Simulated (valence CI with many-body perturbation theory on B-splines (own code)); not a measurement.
## Tl⁷⁵⁺: calculated level list

Calculated by valence CI with perturbative core correlation (CI+MBPT): four valence electrons over a frozen Dirac-Fock core [He], radial functions for each j: 11 s, 11 p, 9 d, 7 f, 5 g, 2 h, 1 i, with the one-electron correlation potential Σ1 (screened to all orders), the two-electron term Σ2, the three-electron term Σ3, Breit, model QED; selected single and double excitations, second order for the rest (own B-spline code, finite nucleus).

The last digits are not significant, and no measured levels were compared; by estimate large intervals hold to a few tenths of a per cent, small ones and those within an open d or f shell to about a per cent. Among the levels kept, up to 310 cm⁻¹ of a level comes from second order outside the variational space, and about a tenth of that is noise between levels of different J, which matters for small intervals.

Levels 91 to 114 of 114, with energies above the lowest level, (2s^2 2p1/2^2) J=0. "Leading %" is the weight of the configuration and term that name the level; weights of strongly mixed levels are sums over their largest components and can fall short. In the jj column 3d3/2^4 stands for four electrons in 3d with j = 3/2.

| No. | Configuration | Term | J | E (eV) | Leading % | g | Leading jj |
| --- | --- | --- | --- | --- | --- | --- | --- |
| 91 | 2s2p²3d | ³G | 4 | 16251 | 34 | 1.116 | 2s 2p1/2 2p3/2 3d3/2 (98 %) |
| 92 | 2s2p²3d | ³D | 3 | 16260 | 33 | 1.223 | 2s 2p1/2 2p3/2 3d3/2 (99 %) |
| 93 | 2s2p²3p | ³P° | 0 | 16266 | 79 |  | 2s 2p1/2 2p3/2 3p3/2 (100 %) |
| 94 | 2s2p²3d | ³D | 2 | 16268 | 35 | 1.294 | 2s 2p1/2 2p3/2 3d3/2 (99 %) |
| 95 | 2s2p²3p | ¹D° | 2 | 16270 | 42 | 1.085 | 2s 2p1/2 2p3/2 3p3/2 (99 %) |
| 96 | 2s2p²3p | ³S° | 1 | 16271 | 33 | 1.369 | 2s 2p1/2 2p3/2 3p3/2 (99 %) |
| 97 | 2s2p²3p | ³P° | 1 | 16279 | 49 | 1.176 | 2s 2p1/2 2p3/2 3p3/2 (99 %) |
| 98 | 2s2p²3d | ³P | 1 | 16279 | 33 | 1.725 | 2s 2p1/2 2p3/2 3d3/2 (99 %) |
| 99 | 2s2p²3d | ³F | 2 | 16328 | 69 | 0.837 | 2s 2p1/2 2p3/2 3d3/2 (96 %) |
| 100 | 2s2p²3d | ³G | 3 | 16333 | 48 | 0.879 | 2s 2p1/2 2p3/2 3d3/2 (100 %) |
| 101 | 2s2p²3d | ³D | 1 | 16337 | 35 | 0.681 | 2s 2p1/2 2p3/2 3d3/2 (96 %) |
| 102 | 2s2p²3d | ³D | 1 | 16359 | 52 | 0.896 | 2s 2p1/2 2p3/2 3d3/2 (96 %) |
| 103 | 2s2p²3d | ³F | 2 | 16359 | 32 | 0.972 | 2s 2p1/2 2p3/2 3d3/2 (97 %) |
| 104 | 2s2p²3d | ⁵D | 4 | 16360 | 44 | 1.361 | 2s 2p1/2 2p3/2 3d5/2 (100 %) |
| 105 | 2s2p²3d | ³P | 0 | 16370 | 80 |  | 2s 2p1/2 2p3/2 3d3/2 (99 %) |
| 106 | 2s2p²3d | ³P | 2 | 16390 | 30 | 1.310 | 2s 2p1/2 2p3/2 3d5/2 (96 %) |
| 107 | 2s2p²3d | ³F | 3 | 16393 | 41 | 1.295 | 2s 2p1/2 2p3/2 3d5/2 (98 %) |
| 108 | 2s2p²3d | ³G | 5 | 16402 | 64 | 1.238 | 2s 2p1/2 2p3/2 3d5/2 (100 %) |
| 109 | 2s2p²3d | ³D | 1 | 16416 | 50 | 1.006 | 2s 2p1/2 2p3/2 3d5/2 (95 %) |
| 110 | 2s2p²3d | ³D | 3 | 16430 | 59 | 1.243 | 2s 2p1/2 2p3/2 3d5/2 (99 %) |
| 111 | 2s2p²3d | ³F | 4 | 16434 | 59 | 1.198 | 2s 2p1/2 2p3/2 3d5/2 (99 %) |
| 112 | 2s2p²3d | ¹D | 2 | 16440 | 39 | 1.135 | 2s 2p1/2 2p3/2 3d5/2 (97 %) |
| 113 | 2s2p²3d | ¹P | 1 | 16455 | 44 | 0.990 | 2s 2p1/2 2p3/2 3d5/2 (97 %) |
| 114 | 2s2p²3d | ³P | 0 | 16463 | 53 |  | 2s 2p1/2 2p3/2 3d5/2 (98 %) |
